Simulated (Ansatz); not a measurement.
`CN([SiH3])C=O` and `C[N]([ZnH])C=O` differ in one atom or group.

Ansatz, PBE0-D4/def2-TZVP geometries, multiplicity 1. Each molecule was computed in one conformer, which needn't be the lowest.

Scalar relativity is left out up to krypton.

```
                               property  `CN([SiH3])C=O`
  HOMO–LUMO gap (B3LYP/def2-TZVPP) / eV             7.32
     LUMO energy (PBE0/def2-TZVPP) / eV             0.11
   HOMO–LUMO gap (PBE0/def2-TZVPP) / eV             7.80
  HOMO energy (ωB97M-V/def2-TZVPP) / eV            -9.93
HOMO–LUMO gap (ωB97M-V/def2-TZVPP) / eV            11.67
  LUMO energy (ωB97M-V/def2-TZVPP) / eV             1.74
```

Question: What does the change do to each property? (An estimate is asked.)

Answer: The calculation gave: 
```
                               property  `C[N]([ZnH])C=O`  shift
  HOMO–LUMO gap (B3LYP/def2-TZVPP) / eV              5.75  -1.57
     LUMO energy (PBE0/def2-TZVPP) / eV             -0.98  -1.09
   HOMO–LUMO gap (PBE0/def2-TZVPP) / eV              6.27  -1.53
  HOMO energy (ωB97M-V/def2-TZVPP) / eV             -9.49   0.44
HOMO–LUMO gap (ωB97M-V/def2-TZVPP) / eV              9.90  -1.77
  LUMO energy (ωB97M-V/def2-TZVPP) / eV              0.41  -1.33
```

With PBE0 the HOMO rises by 0.44 eV and the LUMO falls by 1.09 eV, so the gap narrows by about 1.53 eV. PBE moves the HOMO by 0.37 eV and ωB97M-V by 0.44 eV.

Positive LUMOs are unbound, so they and the gaps depend on the basis.

B3LYP here is the variant with VWN-RPA as its local correlation; programs differ in this.
